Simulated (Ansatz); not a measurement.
`N[SiH2]S` + H₂Se → `S[SiH2][SeH]` + NH₃  (ligand exchange at the Si–N bond)

Program: Ansatz. Geometries: PBE0-D4/def2-TZVP. ΔE: electronic, gas phase. CCSD(T)/CBS adds triple-zeta CCSD(T) − MP2 to the extrapolated MP2 energy (def2 sets, frozen cores). This one scheme is used for every species. Functionals use def2-TZVPP. For Se outer-core shells are correlated without core-valence functions, which leaves a few kJ/mol of doubt a bond. Scalar relativity is left out up to krypton. One conformer a species, not always the lowest.

`N[SiH2]S`:

```xyz
8

N    -1.142    0.851    0.133
Si    0.273   -0.071    0.367
S     1.076   -0.772   -1.502
H    -1.100    1.856    0.128
H    -1.926    0.503   -0.394
H     0.026   -1.288    1.181
H     1.224    0.829    1.066
H     1.570   -1.907   -0.979
```

H₂Se:

Z-matrix (Å, degrees):
```
Se
H 1 1.467
H 1 1.467 2 91.2
```

`S[SiH2][SeH]`:

```xyz
7

S    -1.629    0.008    1.322
Si    0.287   -0.168    0.413
Se    0.013   -0.614   -1.806
H    -2.027    1.019    0.531
H     1.106    1.063    0.538
H     0.932   -1.280    1.151
H     1.318   -0.030   -2.149
```

NH₃:

```xyz
4

N     0.130    0.233   -0.091
H     0.231    0.113    0.909
H    -0.862    0.256   -0.289
H     0.501   -0.602   -0.529
```

| species | ωB97M-V energy (Eh) |
| --- | --- |
| `N[SiH2]S` | -745.47411 |
| H₂Se | -2402.60522 |
| `S[SiH2][SeH]` | -3091.53087 |
| NH₃ | -56.55141 |

(1) Work out ΔE.

Largest T1 diagnostic among the species: 0.010.

Results:

(1) ΔE = (-3091.53087) + (-56.55141) − (-745.47411) − (-2402.60522) = -0.00295 Eh = -7.7 kJ/mol. CCSD(T)/CBS gives -12.8 kJ/mol.

From BLYP to BHLYP (50 % exact exchange), in def2-TZVPP and without D4, ΔE moves by +4.4 kJ/mol. The D4 term adds −3.8 kJ/mol with B3LYP and −2.0 kJ/mol with PBE0; it sums over pairs of atoms, weighted by their polarisabilities, and B3LYP, whose exchange is more repulsive, gets the larger term. At CCSD(T), def2-SVP lies +6.9 kJ/mol from the extrapolated value and def2-TZVPP +3.9 kJ/mol.

B3LYP here is the variant with VWN-RPA as its local correlation; programs differ in this.
